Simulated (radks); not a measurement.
The numbers below are computed, except where a source is named.
Coulomb parameter of the 5d shell of neutral tungsten in the model configuration [Xe] 4f14 5d3 6s2 6p1, as a second difference U = [E(n + 0.25) + E(n - 0.25) - 2 E(n)] / (0.25)^2 with all orbitals relaxed. "Bare": the charge of the atom changes with n. "Screened": the 6p shell takes up the change at fixed total charge, which measures U(5d,5d) + U(6p,6p) - 2 U(5d,6p). Level of theory: scalar-relativistic Kohn-Sham, PBE, spin-unpolarised, spherical densities, point nucleus (a radial shooting solver on a logarithmic mesh with Libxc functionals).

| case | configuration | E - E(n) (eV) |
|---|---|---|
| start | [Xe] 4f14 5d3 6s2 6p1 | 0.000 |
| bare +0.25 | [Xe] 4f14 5d3.25 6s2 6p1 | -1.580 |
| bare -0.25 | [Xe] 4f14 5d2.75 6s2 6p1 | 2.099 |
| screened +0.25 | [Xe] 4f14 5d3.25 6s2 6p0.75 | -1.178 |
| screened -0.25 | [Xe] 4f14 5d2.75 6s2 6p1.25 | 1.298 |

U(bare) = 8.309 eV, U(screened by 6p) = 1.915 eV, against the Slater integral F0(5d,5d) = 12.831 eV with frozen orbitals. The step up makes a negative ion, whose loosely bound charge lowers the bare value.
